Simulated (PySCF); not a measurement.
PySCF 2.14 output of an unrestricted revPBE calculation on a single atom or ion in aug-cc-pVQZ-PP with ECP10MDF, with a scalar-relativistic core potential:

```
SCF conv_tol = 1e-09
number electrons alpha = 11  beta = 8
    Y. Zhang and W. Yang.,  Phys. Rev. Lett. 80, 890 (1998)
    J. P. Perdew, K. Burke, and M. Ernzerhof.,  Phys. Rev. Lett. 77, 3865 (1996)
    J. P. Perdew, K. Burke, and M. Ernzerhof.,  Phys. Rev. Lett. 78, 1396 (1997)
cycle= 1 E= -197.159337281526  delta_E= -0.0194  |g|= 0.194  |ddm|= 0.274
cycle= 2 E= -197.136479365346  delta_E= 0.0229  |g|= 0.461  |ddm|= 0.297
cycle= 3 E= -197.166199205751  delta_E= -0.0297  |g|= 0.0375  |ddm|= 0.122
cycle= 4 E= -197.166470615424  delta_E= -0.000271  |g|= 0.00204  |ddm|= 0.0228
cycle= 5 E= -197.166471679975  delta_E= -1.06e-06  |g|= 0.000305  |ddm|= 0.00223
cycle= 6 E= -197.166471710414  delta_E= -3.04e-08  |g|= 1.65e-05  |ddm|= 0.000961
cycle= 7 E= -197.166471710564  delta_E= -1.5e-10  |g|= 3.05e-06  |ddm|= 0.000103
converged SCF energy = -197.166471710564  <S^2> = 3.7508799  2S+1 = 4.0004399
```

The run itself started from symmetry-adapted Hartree-Fock orbitals and held the occupation by maximum overlap, on a logarithmic radial grid, so the iterations belong to that start.

Q: Which element, charge and spin multiplicity is this?

A: Cu (copper, neutral), multiplicity 4; the state was [Ar] 3d9 4s1 4p1, one real determinant (an excited configuration).

⟨L²⟩ = 8.02 against 12 for a pure F term, so this real determinant mixes terms. Energies and moments cover only the electrons outside the core potential.
